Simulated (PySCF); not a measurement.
C3F3, SMILES [C]#CC(F)(F)F, multiplicity 2. Geometry optimised at PBE0-D3(BJ)/def2-SVP. The isomer is the one that the SMILES or the coordinates give; other isomers of the formula were not compared.

Computed equilibrium geometry at PBE0-D3(BJ)/def2-SVP (PySCF confirms it by a frequency run) as a Z-matrix, and its point group:
point group C3v.
```
C
F 1 1.3297
F 1 1.3297 2 108.10
F 1 1.3297 2 108.10 3 116.78
C 1 1.4726 2 110.81 3 -121.61
C 5 1.2102 2 147.42 1 180.00
```
Charge 0, spin multiplicity 2.
